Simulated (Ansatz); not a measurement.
`[SiH3]BS[SiH3]` + `C[SiH2]O` → `C[SiH2]O[SiH3]` + `BS[SiH3]` at 298.15 K and 1 bar (cleavage of the Si–B bond).

Computed with Ansatz on PBE0-D4/def2-TZVP structures; ΔE is electronic, products minus reactants. CCSD(T)/CBS adds triple-zeta CCSD(T) − MP2 to the extrapolated MP2 energy (def2 sets, frozen cores). This one scheme is used for every species. Each species was taken in one conformer, which may not be the lowest.

| species | CCSD(T)/CBS energy (Eh) | H − E (kJ/mol) | S (J/(mol·K)) |
| --- | --- | --- | --- |
| `[SiH3]BS[SiH3]` | -1004.95639 | 191.8 | 370.2 |
| `C[SiH2]O` | -405.96945 | 193.7 | 296.5 |
| `C[SiH2]O[SiH3]` | -696.28988 | 242.3 | 371.9 |
| `BS[SiH3]` | -714.68055 | 142.2 | 307.6 |

H − E and S are ideal-gas, rigid-rotor, harmonic terms from PBE0-D4/def2-TZVP, for one conformer and one mirror image of each species. 1 Eh = 2625.50 kJ/mol, R = 8.31446 J/(mol·K).

By hand: ΔE, ΔH, ΔS and ΔG.

ΔE = (-696.28988) + (-714.68055) − (-1004.95639) − (-405.96945) = -0.04459 Eh = -117.1 kJ/mol. Δ(H − E) = 242.3 + 142.2 − 191.8 − 193.7 = -1.0, so ΔH = -118.1 kJ/mol. ΔS = 371.9 + 307.6 − 370.2 − 296.5 = 12.8 J/(mol·K). ΔG = -118.1 − 298.15 × (12.8)/1000 = -121.9 kJ/mol.

By hand: the equilibrium constant, and the temperature at which ΔG would vanish if ΔH and ΔS stayed fixed.

log₁₀ K = −ΔG/(RT ln 10) = 21.4. ΔH and −TΔS have one sign here, so there is no such temperature.

The number of gas molecules stays the same, so ΔS is small and ΔH decides. A doubt of 5 kJ/mol in ΔE shifts log₁₀ K by 0.9 here. Other conformers and mirror images would add mixing entropy, several J/(mol·K) or more a flexible species. Modes under 60 cm⁻¹, often nearly free rotors, make the harmonic entropy too high. These are equilibria of isolated gas molecules and say nothing of rates. Largest T1 diagnostic: 0.015 (customary marks: 0.02 for closed shells, 0.045 for open ones).

ΔS is within the doubt of such terms, so its sign, and with it that verdict, could turn.
